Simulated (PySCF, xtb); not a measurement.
C₄H₈OSi, SMILES C1[SiH](C)CC1=O.

Harmonic wavenumbers (cm⁻¹) from GFN2-xTB run with xtb 6.7.1 at its own minimum, in rising order: 42, 111, 149, 178, 398, 462, 494, 520, 587, 615, 693, 712, 763, 811, 815, 832, 900, 905, 1072, 1088, 1147, 1161, 1368, 1418, 1424, 1472, 1480, 1816, 2248, 2986, 2990, 3015, 3017, 3037, 3050, 3052.

Question: What does PBE-D3(BJ)/def2-SVP (PySCF) give at its own minimum? (The exact figures need the calculation; the answer reports its results.)

Answer: 84, 150, 166, 205, 371, 450, 507, 520, 599, 603, 685, 690, 713, 761, 818, 841, 873, 882, 995, 1042, 1075, 1101, 1217, 1316, 1336, 1379, 1382, 1796, 2176, 2977, 2983, 2989, 3077, 3080, 3095, 3097. Paired by order, the mean absolute difference is 42 cm⁻¹ and the zero-point energies are 66.9 and 65.8 kcal/mol.
